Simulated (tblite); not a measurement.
CuF, charge +1, doublet, geometry from GFN2-xTB (such geometries of metal compounds can be far from the true shape) (the multiplicity is a formal guess); GFN1-xTB (tblite 0.6.0).

The tblite input:
```
$ tblite run mol.xyz --method gfn1 --charge 1 --spin 1 --spin-polarized --json tblite.json --no-restart

# file mol.xyz
2

Cu    -0.00000000    -0.00000000    -0.40706850
F      0.00000000     0.00000000     1.31166518
```

What the program printed (banner, timings and long lists left out):

```
xTB calculator
 | screened Coulomb repulsion
 | Coulomb electrostatics
 |  * isotropic Klopman-Ohno-Mataga-Nishimoto electrostatics
 |  * onsite third-order electrostatics
 | DFT-D3(BJ) dispersion correction
 | Interactions (1)
 | [1] spin polarization

halogen bonding energy    0.0000000000000E+00 Eh
repulsion energy          2.4196011588624E-03 Eh
dispersion energy        -1.3134320113371E-04 Eh
interaction energy        0.0000000000000E+00 Eh
number of electrons       1.7000000000000E+01 e
integral cutoff           3.2615407794351E+01 bohr

------------------------------------------------------------
  cycle        total energy    energy error   density error
------------------------------------------------------------
      1     -8.897639900777  -8.8999282E+00   7.9926665E-01
      2     -9.036931872561  -1.3929197E-01   4.3308926E-01
      3     -8.376328235389   6.6060364E-01   6.5944940E-01
      4     -7.916833012884   4.5949522E-01   8.0751328E-01
      5     -5.512955259502   2.4038778E+00   1.2602583E+00
      6     -6.509919789104  -9.9696453E-01   1.1129481E+00
      7     -9.046241658308  -2.5363219E+00   1.5112896E-01
      8     -9.079196220854  -3.2954563E-02   1.5223372E-01
      9     -9.079433175217  -2.3695436E-04   1.1969152E-01
     10     -9.077799857297   1.6333179E-03   7.0873116E-02
     11     -9.078691696334  -8.9183904E-04   5.0244671E-02
     12     -9.078963970188  -2.7227385E-04   3.5040610E-02
     13     -9.079247842006  -2.8387182E-04   2.7662535E-02
     14     -9.079506125127  -2.5828312E-04   1.7576848E-02
     15     -9.079648792554  -1.4266743E-04   1.0398703E-02
     16     -9.079703391324  -5.4598769E-05   6.3815665E-03
     17     -9.079722576954  -1.9185631E-05   3.9028646E-03
     18     -9.079725529104  -2.9521497E-06   3.1189049E-03
     19     -9.079729385902  -3.8567977E-06   2.3669294E-03
     20     -9.079733687188  -4.3012869E-06   1.3403729E-03
     21     -9.079735278596  -1.5914071E-06   6.7576737E-04
     22     -9.079735802362  -5.2376590E-07   1.2961279E-04
     23     -9.079735822055  -1.9693543E-08   2.7019107E-06
------------------------------------------------------------

electronic energy        -9.0820240800128E+00 Eh
total energy             -9.0797358220551E+00 Eh

Post processing:
 | Mayer-Wiberg bond orders

[Info] JSON dump of results written to 'tblite.json'
```
